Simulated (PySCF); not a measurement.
## Ar⁺ (argon, charge +1) across methods

[Ne] 3s2 3p5, 2P determinant. All numbers are calculated (PySCF 2.14, no relativity, point nucleus, in aug-cc-pV(D+d)Z (5s4p3d, 32 functions)).

```tsv
method	E (hartree)	mean ε 3s β (eV)	mean ε 3p α (eV)	mean ε 3p β (eV)	Σ⟨r²⟩ (bohr²)	⟨S²⟩
r2SCANh	-526.9134	-37.355	-23.903	-22.639	20.20	0.754
BLYP	-526.9499	-35.601	-22.469	-21.406	20.28	0.752
UHF	-526.26171	-44.753	-29.158	-27.591	20.33	0.757
PBE	-526.7430	-35.729	-22.652	-21.532	20.23	0.752
wB97X	-526.9484	-41.017	-27.069	-25.905	20.16	0.752
LDA	-525.3261	-35.811	-22.698	-21.582	20.27	0.751
PBE0	-526.7875	-38.296	-24.532	-23.322	20.20	0.753
M06-2X	-526.9329	-40.373	-26.147	-24.928	20.22	0.752
```

Task: Estimate the same row for r2SCAN.

Result: E (hartree) = -526.9129; mean ε 3s β (eV) = -36.440; mean ε 3p α (eV) = -23.230; mean ε 3p β (eV) = -21.985; Σ⟨r²⟩ (bohr²) = 20.20; ⟨S²⟩ = 0.754.
